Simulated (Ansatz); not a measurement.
**Relaxing a trial structure of C3H12B2Si**

The starting geometry of this gas-phase singlet was optimised with GFN2-xTB; its bonds are those of `CBCBC[SiH3]`.

```xyz
18

C    -1.8587   -1.7327    1.4699
C    -0.6731    0.7391    1.6610
C     1.7562    0.4195    0.4499
B    -1.8166   -0.1959    1.1328
B     0.3179    1.0085    0.4610
Si    1.7131   -1.3379   -0.3033
H    -2.8360   -2.0286    1.8492
H    -1.1103   -2.0617    2.1870
H    -1.7123   -2.3082    0.5550
H    -2.6547    0.2506    0.4417
H    -0.1594    0.3304    2.5311
H    -1.1085    1.7017    1.9357
H    -0.0590    1.6318   -0.4610
H     2.4460    1.0060   -0.1584
H     2.2007    0.3188    1.4409
H     1.1582   -2.2976    0.6528
H     3.0956   -1.7310   -0.6060
H     0.9298   -1.3744   -1.5410
```

Q: Predict what it relaxes into with B3LYP/def2-SVP.

A: It keeps its bonds, and is `CBCBC[SiH3]`.

The energy falls by 0.14 eV over 31 steps:

```tsv
step	E − E(last) (eV)
1	0.136
4	0.016
8	0.003
11	0.002
14	0.001
18	0.000
21	0.000
24	0.000
28	0.000
31	0.000
```

Final geometry (Å):

```yaml
atoms:
  - { symbol: C, position_ang: [-2.1670, -1.7256, 1.7291] }
  - { symbol: C, position_ang: [-0.6623, 0.6020, 1.6331] }
  - { symbol: C, position_ang: [1.8239, 0.4338, 0.4437] }
  - { symbol: B, position_ang: [-1.8591, -0.2947, 1.1666] }
  - { symbol: B, position_ang: [0.3299, 0.8779, 0.4477] }
  - { symbol: Si, position_ang: [2.0376, -1.2003, -0.5078] }
  - { symbol: H, position_ang: [-3.1220, -1.6633, 2.2886] }
  - { symbol: H, position_ang: [-1.4060, -2.1473, 2.4037] }
  - { symbol: H, position_ang: [-2.3689, -2.4425, 0.9132] }
  - { symbol: H, position_ang: [-2.6044, 0.1523, 0.3191] }
  - { symbol: H, position_ang: [-0.1670, 0.2492, 2.5515] }
  - { symbol: H, position_ang: [-1.1191, 1.6025, 1.7985] }
  - { symbol: H, position_ang: [-0.1041, 1.4346, -0.5388] }
  - { symbol: H, position_ang: [2.4654, 1.1490, -0.1012] }
  - { symbol: H, position_ang: [2.2431, 0.2617, 1.4499] }
  - { symbol: H, position_ang: [1.2309, -2.2906, 0.1168] }
  - { symbol: H, position_ang: [3.4729, -1.6103, -0.4880] }
  - { symbol: H, position_ang: [1.6048, -1.0499, -1.9275] }
```

No frequencies were run, so the end isn't proven a minimum. Run with Ansatz 0.2.0, 73 s on 4 threads of Arm Neoverse V1, with other jobs on the host.
